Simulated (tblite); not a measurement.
C3H12NSi2 (doublet state).
InChI=1S/C3H12NSi2/c1-3(2)4(5)6/h1-2,5-6H3

Method: GFN2-xTB as coded in tblite; computed harmonic values from a numerical Hessian at the method's own geometry, unscaled. This tight-binding method is rough: wavenumbers can miss measured ones by several per cent, in bad cases by 10 to 20. Modes of hydrogen on silicon can be 10 to 20 % off. Open shells enter through the occupations alone, without spin polarisation, and single modes of such species can be off by tens of per cent.

Harmonic wavenumbers (cm⁻¹): 45.1, 88.0, 114.6, 118.1, 133.3, 144.5, 213.4, 243.5, 247.8, 362.1, 392.5, 532.4, 539.9, 558.5, 566.2, 608.3, 764.0, 770.2, 784.5, 788.7, 790.6, 824.9, 896.0, 953.1, 984.6, 999.4, 1027.4, 1051.0, 1274.5, 1355.1, 1394.7, 1405.4, 1471.0, 1473.4, 1489.9, 1494.0, 2167.1, 2170.4, 2263.0, 2268.4, 2278.4, 2291.1, 2867.1, 2869.9, 2966.3, 2973.3, 3023.4, 3025.2.

A = 2320, B = 2144, C = 1209 MHz; mass 118.051 u (most abundant isotopes); point group C2, symmetry number 2; spin multiplicity 2.

Q: Zero-point energy?

A: ½Σν̃ = 29032 cm⁻¹ = 83.01 kcal/mol.

Q: What is S at 298.15 K and 1 bar for an ideal gas of classical rigid rotors and harmonic oscillators?

A: Translation 40.24, rotation 26.99, vibration 33.01, spin (R ln 2) 1.38: S = 101.6 cal/(mol K).

Q: And Cp and H(298.15 K) − H(0)?

A: Cp = 40.83 cal/(mol K), of which vibrations give 32.88 (their classical limit is 48 R = 95.4); H(298.15 K) − H(0) = 7.54 kcal/mol without the zero-point energy, 5.17 from vibrations.

Q: Which modes carry the vibrational entropy at 298.15 K?

A: 45.1 cm⁻¹: 5.02; 88.0 cm⁻¹: 3.70; 114.6 cm⁻¹: 3.19; 118.1 cm⁻¹: 3.13; 133.3 cm⁻¹: 2.90; 144.5 cm⁻¹: 2.74 cal/(mol K); the other 42 give 12.32 together.

Q: What must be added to the electronic energy to get the Gibbs energy at 298.15 K and 1 bar?

A: ZPE + [H(298.15 K) − H(0)] − T·S = 83.01 + 7.54 − 30.30 = 60.25 kcal/mol.

Hindered rotation and anharmonicity are outside this model. The structure is chiral; the term R ln 2 for an equal mix with its mirror image is left out.

The values belong to the conformer `[CH3:1][C:2]([CH3:3])[N:4]([SiH3:5])[SiH3:6]`: C1–C2–N4–Si5 -152°.
